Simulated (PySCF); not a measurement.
Isomers of C7H4FN, one conformer each; single-point electronic energies without zero-point terms and without any empirical dispersion term.

Level: PBE0/pcSseg-1 in PySCF, non-relativistic, each on one gas-phase PBE0-D3(BJ)/def2-SVP geometry that isn't relaxed in the solvent. The solvent is an IEF-PCM continuum (Bondi radii, 1.10 Å for H, scaled by 1.2). Only the electrostatic response of the medium enters.

| isomer | relative energy, gas (kJ/mol) | dipole (D) |
| --- | --- | --- |
| `C(#N)c1ccc(F)cc1` | 0.0 | 3.28 |
| `N#Cc1cccc(F)c1` | 3.4 | 4.00 |
| `N#CC1=CC=CC=C1F` | 6.8 | 5.30 |

Question: How do the relative energies look in chloroform (ε = 4.711)?

Answer: 
```json
{"isomer": "`C(#N)c1ccc(F)cc1`", "relative energy, solvent (kJ/mol)": "0.0", "E(solvent) − E(gas) (kJ/mol)": "-20.9", "dipole in solvent (D)": "4.07"}
{"isomer": "`N#Cc1cccc(F)c1`", "relative energy, solvent (kJ/mol)": "4.3", "E(solvent) − E(gas) (kJ/mol)": "-20.1", "dipole in solvent (D)": "4.92"}
{"isomer": "`N#CC1=CC=CC=C1F`", "relative energy, solvent (kJ/mol)": "7.2", "E(solvent) − E(gas) (kJ/mol)": "-20.5", "dipole in solvent (D)": "6.54"}
```

The order is unchanged. `C(#N)c1ccc(F)cc1` gains most from the continuum, while `N#CC1=CC=CC=C1F` has the largest gas-phase dipole. The gains span 0.8 kJ/mol, the gas-phase energies 6.8 kJ/mol.
